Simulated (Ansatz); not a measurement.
C$_{3}$H$_{9}$FSi (`C[SiH2]C(C)F`), relaxed with RKS PBE0-D4/def2-TZVP in Ansatz from a PBE-D4/def2-SVP geometry. The force threshold is 0.005 eV/Å; the program also tests the step.

The species carries charge 0 and has multiplicity 1.

Start:

```xyz
14

C     0.565   -0.427    1.824
Si   -0.885   -0.572    0.626
C    -0.597    0.627   -0.850
C     0.635    0.337   -1.692
F    -0.470    1.914   -0.274
H     0.718    0.641    2.079
H     0.378   -0.989    2.761
H     1.501   -0.813    1.371
H    -1.035   -1.980    0.102
H    -2.171   -0.175    1.300
H    -1.501    0.649   -1.504
H     0.772    1.121   -2.467
H     1.554    0.309   -1.071
H     0.534   -0.641   -2.205
```

```json
{"step": "1", "energy (eV)": "-13845.3863", "largest force (eV/Å)": "0.495", "largest move (Å)": "0.000"}
{"step": "2", "energy (eV)": "-13845.4350", "largest force (eV/Å)": "0.140", "largest move (Å)": "0.035"}
{"step": "3", "energy (eV)": "-13845.4403", "largest force (eV/Å)": "0.035", "largest move (Å)": "0.021"}
{"step": "4", "energy (eV)": "-13845.4406", "largest force (eV/Å)": "0.028", "largest move (Å)": "0.013"}
{"step": "5", "energy (eV)": "-13845.4408", "largest force (eV/Å)": "0.011", "largest move (Å)": "0.018"}
{"step": "6", "energy (eV)": "-13845.4408", "largest force (eV/Å)": "0.005", "largest move (Å)": "0.009"}
{"step": "7", "energy (eV)": "-13845.4409", "largest force (eV/Å)": "0.005", "largest move (Å)": "0.006"}
```

End:

```xyz
14

C     0.565   -0.436    1.818
Si   -0.870   -0.538    0.628
C    -0.597    0.631   -0.850
C     0.631    0.332   -1.676
F    -0.489    1.937   -0.339
H     0.709    0.596    2.146
H     0.381   -1.052    2.701
H     1.492   -0.781    1.354
H    -1.022   -1.919    0.086
H    -2.141   -0.154    1.299
H    -1.485    0.625   -1.493
H     0.744    1.066   -2.478
H     1.536    0.352   -1.065
H     0.545   -0.659   -2.129
```

Hardware: 4 threads of an Arm Neoverse V2 on a shared host. Wall time 27 s, peak host memory 0.58 GiB.
